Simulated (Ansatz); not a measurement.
Process, species as SMILES: N[SiH2]N[SiH3] → N[SiH2][N][SiH3] + H atom (the H-N bond at the site shown breaks; other sites are not compared here)
Structures are relaxed separately at B3LYP-D3(BJ)/def2-TZVP in Ansatz (a quantum-chemistry and plane-wave program), one conformer each, not searched for the lowest. Frequencies are from Ansatz.

Property: bond dissociation energy (enthalpy at 298 K, with B3LYP-D3(BJ) rigid-rotor harmonic-oscillator terms), in eV. Valence correlation only, unless marked. Open shells are spin-unrestricted. No spin-orbit coupling. No relativistic terms. CBS(X,Y): correlation extrapolated as X^-3; Hartree-Fock from the larger set.

| level | program | bond dissociation energy (eV) |
|---|---|---|
| BHLYP-D4/def2-TZVPD | Ansatz + dftd4 | 4.58 |
| wB97X-V/def2-TZVPD | Ansatz | ___ |
| B2GP-PLYP-D3(BJ)/def2-TZVPD | Ansatz + dftd3 | ___ |
| B2PLYP-D4/def2-TZVPD | Ansatz + dftd4 | 4.68 |
| CCSD(T)/CBS(cc-pV(T+d)Z,cc-pV(Q+d)Z) | Ansatz | 4.84 |

Problem. Fill in the missing entries.

Solution. 
- wB97X-V/def2-TZVPD, bond dissociation energy (eV): 4.70
- B2GP-PLYP-D3(BJ)/def2-TZVPD, bond dissociation energy (eV): 4.71
